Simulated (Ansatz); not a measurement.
Program: Ansatz 0.2.0.

A structure relaxed at PBE0-D4/def2-TZVP, charge 0, multiplicity 1:

| atom | x (Å) | y (Å) | z (Å) |
| --- | --- | --- | --- |
| C1 | 0.3718 | -0.4716 | 1.4927 |
| N2 | 0.6996 | 0.0890 | 0.1991 |
| C3 | -0.4564 | 0.3616 | -0.6045 |
| Se4 | 0.1312 | 1.2750 | -2.2398 |
| H5 | 1.2917 | -0.6916 | 2.0370 |
| H6 | -0.2306 | -1.3932 | 1.4431 |
| H7 | -0.1909 | 0.2621 | 2.0764 |
| H8 | 1.3387 | -0.5099 | -0.3082 |
| H9 | -1.1203 | 1.0310 | -0.0550 |
| H10 | -1.0344 | -0.5213 | -0.9125 |
| H11 | -0.8004 | 0.5688 | -3.1284 |

(1) Give its formula and SMILES.

(2) Summarise the bond lengths by kind.

Results:

(1) C2H7NSe, `CNC[SeH]`.

(2) 2 × C–N 1.434 to 1.447 Å; 5 × C–H 1.091 to 1.102 Å; 1 × H–N 1.012 Å; 1 × C–Se 1.963 Å; 1 × H–Se 1.468 Å.
